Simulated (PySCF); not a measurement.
Species: C6H2FS2 (charge -1).
InChI=1S/C6H3FS2/c1-2-4-3-5(7)9-6(4)8/h1,3,8H/p-1

The geometry is computed with GFN2-xTB (gas phase).

Take the most abundant isotopes and a rigid rotor. 

Task: What are A, B and C (GHz)?

Result: Ia = 281.26, Ib = 516.78, Ic = 798.04 u·Å²; 505379 MHz·u·Å²/I gives 1797, 977.9 and 633.3 MHz, that is A = 1.7968, B = 0.9779, C = 0.6333 GHz.

Task: Classify the top.

Result: An asymmetric top; Ray's κ = -0.408.

Task: What does the inertial defect say?

Result: Planar: Δ = Ic − Ia − Ib = 0.00 u·Å². For a rigid frame Δ = −2 Σ m c², so it vanishes when all atoms lie in the ab plane; here none is more than 0.01 Å from it.

Task: Give the coordinates in the principal-axis frame, origin at the centre of mass.

Result: The sense of each axis is arbitrary; atoms in the order of the calculation.
```csv
atom,mass (u),a (Å),b (Å),c (Å)
C1,12.000,2.681,2.266,0.001
C2,12.000,1.689,1.586,0.000
C3,12.000,0.518,0.816,-0.001
C4,12.000,-0.783,1.389,-0.001
C5,12.000,-1.754,0.453,0.000
F6,18.998,-3.092,0.689,0.000
S7,31.972,-1.158,-1.182,0.000
C8,12.000,0.534,-0.575,0.000
S9,31.972,1.830,-1.622,0.000
H10,1.008,3.561,2.837,0.003
H11,1.008,-0.967,2.450,-0.001
```

Task: Where do the levels up to J = 5 lie, in MHz?

Result: Above 0(0,0):
J = 1: 1(0,1) 1611, 1(1,1) 2430, 1(1,0) 2775
J = 2: 2(0,2) 4746, 2(1,2) 5308, 2(1,1) 6342, 2(2,1) 8799, 2(2,0) 8887
J = 3: 3(0,3) 9260, 3(1,3) 9575, 3(1,2) 11629, 3(2,2) 13632, 3(2,1) 14040, 3(3,1) 18638, 3(3,0) 18652
J = 4: 4(0,4) 15040, 4(1,4) 15190, 4(1,3) 18539, 4(2,3) 20008, 4(2,2) 21077, 4(3,2) 25223, 4(3,1) 25321, 4(4,1) 32042, 4(4,0) 32044
J = 5: 5(0,5) 22054, 5(1,5) 22118, 5(1,4) 26927, 5(2,4) 27869, 5(2,3) 29966, 5(3,3) 33461, 5(3,2) 33822, 5(4,2) 40292, 5(4,1) 40309, 5(5,1) 49034, 5(5,0) 49034
The levels of one J sum to (2J + 1)J(J + 1)(A + B + C)/3.

Task: Estimate the classical rotational partition function at 50 K, 298.15 K and 500 K.

Result: Point group Cs, symmetry number σ = 1; q = (√π/σ)·√((kT/h)³/(ABC)), k/h = 20836.6 MHz/K: 56500 at 50 K, 823000 at 298.15 K, 1790000 at 500 K.

Stationary, but not proved a minimum. No vibrational averaging or centrifugal distortion is included, and the geometry carries the error of its method.
